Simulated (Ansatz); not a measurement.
Computed with Ansatz on PBE0-D4/def2-TZVP structures; ΔE is electronic, products minus reactants. CBS: MP2 limit from def2 TZ/QZ plus the TZ coupled-cluster correction, frozen cores. This one scheme is used for every species, atoms too. For atomizations the MP2-based limit and the directly extrapolated one differ by several kJ/mol either way, and by 10 to 25 for some Ge, Se and Sn compounds, so smaller differences from it don't rank the levels. DFT in def2-TZVPP. HSE06 is defined as in plane-wave codes. No spin–orbit coupling; open shells (•) take unrestricted orbitals. Spin–orbit coupling would lower the free atoms: a little for O, Si; clearly for Ga. For Ga outer-core shells are correlated without core-valence functions, so the limit isn't a true one: a few kJ/mol of doubt a bond, and 10 to 20 or more in all where bonds break to atoms. Scalar relativity is left out up to krypton. Each species was taken in one conformer, which may not be the lowest.

Reaction (atomization): `[SiH3]O[SiH2][GaH2]` → Ga• + 7 H• + O• + 2 Si•

`[SiH3]O[SiH2][GaH2]`:

Z-matrix (Å, degrees):
```
Si
O 1 1.626
H 1 1.481 2 112.2
H 1 1.481 2 112.1 3 -126.0
H 1 1.526 2 107.7 3 117.0
Si 2 1.679 1 124.4 3 -116.2
Ga 6 2.433 2 101.1 1 -0.5
H 6 1.489 2 107.7 1 122.0
H 6 1.489 2 107.7 1 -123.2
H 7 1.573 6 120.7 2 91.8
H 7 1.573 6 120.5 2 -91.5
```

```tsv
level	ΔE (kcal/mol)	difference from CCSD(T)/CBS
PBE-D4	772.5	-15.9
B97M-V	789.8	1.4
BHLYP-D4	770.6	-17.8
CAM-B3LYP-D4	785.8	-2.6
PBE	765.9	-22.5
r2SCANh	779.4	-9.0
HSE06	764.0	-24.4
MP2/def2-SVP	725.5	-62.9
CCSD/def2-SVP	720.6	-67.8
MP2/def2-TZVPP	769.2	-19.2
CCSD(T)/CBS	788.4	0
```

Largest T1 diagnostic among the species: 0.013.

From PBE to PBE0 (25 % exact exchange), in def2-TZVPP and without D4, ΔE moves by −2.3 kcal/mol: exact exchange takes away binding that semilocal exchange gives to molecules. At CCSD(T), def2-SVP lies −62.2 kcal/mol from the extrapolated value and def2-TZVPP −19.0 kcal/mol: correlation converges slowly with the basis, and small sets miss more of it in the bonded molecule than in its fragments. In def2-TZVPP, CCSD(T) changes the Hartree–Fock value by +183.6 kcal/mol (the triples alone add +7.9 kcal/mol) and MP2 by +183.4 kcal/mol; breaking electron pairs costs correlation energy, which Hartree–Fock lacks.
